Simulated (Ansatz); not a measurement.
Reactions of CH₇BFGeN (`B[NH][GeH]([CH3])[F]`).

Gas-phase electronic energies from Ansatz, PBE0-D4/def2-TZVP geometries. CCSD(T)/CBS adds triple-zeta CCSD(T) − MP2 to the extrapolated MP2 energy (def2 sets, frozen cores). This one scheme is used for every species. Functionals use def2-TZVPP. B3LYP here is the variant with VWN-RPA as its local correlation; programs differ in this. For Ge outer-core shells are correlated without core-valence functions, which leaves a few kJ/mol of doubt a bond. Scalar relativity is left out up to krypton. Each species was taken in one conformer, which may not be the lowest.

```json
{"reaction": "`B[NH][GeH]([CH3])[F]` + `B1N[SiH2]1` → `BN1B[SiH2]1` + `[CH3][GeH]([NH2])[F]`", "B3LYP-D4 (kJ/mol)": "50", "CCSD/CBS(def2) (kJ/mol)": "50", "MP2/CBS(def2) (kJ/mol)": "50"}
{"reaction": "`B[NH][GeH]([CH3])[F]` + `C=N` → `BN=C` + `[CH3][GeH]([NH2])[F]`", "B3LYP-D4 (kJ/mol)": "10", "CCSD/CBS(def2) (kJ/mol)": "24", "MP2/CBS(def2) (kJ/mol)": "22"}
{"reaction": "`B[NH][GeH]([CH3])[F]` → `BN` + `[CH3][Ge][F]`", "B3LYP-D4 (kJ/mol)": "104", "CCSD/CBS(def2) (kJ/mol)": "124", "MP2/CBS(def2) (kJ/mol)": "138"}
{"reaction": "`B[NH][GeH]([CH3])[F]` + `C#C` → `C#[C][GeH]([CH3])[F]` + `BN`", "B3LYP-D4 (kJ/mol)": "-4", "CCSD/CBS(def2) (kJ/mol)": "-1", "MP2/CBS(def2) (kJ/mol)": "-3"}
```

**Question.** Give the CCSD(T)/CBS values in the same order. (Best estimate.)

**Answer.** The calculation gave: 51, 23, 126, -1 kJ/mol.

Largest T1 diagnostic: 0.016, for `BN=C`.
